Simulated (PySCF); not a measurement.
CH7BO2SSi.
Numbering: `[CH3:1][S:2][SiH2:3][B:4]([OH:5])[OH:6]` (hydrogens: H7, H8, H9 on C1; H10, H11 on Si3; H12 on O5; H13 on O6)

Method: PySCF, PBE0-D3(BJ)/def2-SVP geometry optimisation, gas phase.

Task: Give the optimised bond lengths and angles.

Result: 
| bond | length (bohr) | order |
| --- | --- | --- |
| C1–S2 | 3.448 | single |
| S2–Si3 | 4.067 | single |
| Si3–B4 | 3.849 | single |
| B4–O5, B4–O6 | 2.572 | single |
| C1–H7, C1–H8, C1–H9 | 2.076 | single |
| Si3–H10, Si3–H11 | 2.833 | single |
| O5–H12, O6–H13 | 1.822 | single |

Bonds in one row agree within 0.02 bohr and their mean is given. Orders are formal, as drawn. A selection of angles:
| angle | degrees |
| --- | --- |
| S2–C1–H7 | 110.9 |
| S2–C1–H8 | 106.7 |
| H7–C1–H8 | 108.9 |
| C1–S2–Si3 | 99.6 |
| S2–Si3–B4 | 109.0 |
| S2–Si3–H10 | 110.8 |
| S2–Si3–H11 | 104.5 |
| B4–Si3–H10 | 112.5 |
| H10–Si3–H11 | 108.3 |
| Si3–B4–O5 | 124.9 |
| Si3–B4–O6 | 117.2 |
| O5–B4–O6 | 117.9 |
| B4–O5–H12 | 113.8 |
| B4–O6–H13 | 111.4 |

Torsions: C1–S2–Si3–B4 62° (synclinal); S2–Si3–B4–O5 113° (anticlinal); H12–O5–B4–Si3 2° (synperiplanar); H13–O6–B4–Si3 176° (antiperiplanar). The mirror-image conformer, all signs reversed, is as good.

O5 (boron-bound oxygen) is bent (angle 113.8°). Si3 (SiH2 silicon) is distorted tetrahedral (angles from 104.5° to 112.5°). Of the pairs four or more bonds apart, O6···H9 is among the closest relative to their van der Waals radii: 2.49 Å, 91 % of the sum of Bondi's values. B4 (three-coordinate boron) is planar (angles 124.9°, 117.9° and 117.2°, sum 359.9°, 0.03 Å off the plane of its three neighbours).

Point group: C1 (no symmetry element, even within 0.4 Å). No frequency check. The numbers are those of one conformer (C1–S2–Si3–B4 62°, S2–Si3–B4–O5 113°, Si3–B4–O5–H 2°, Si3–B4–O6–H 176°).
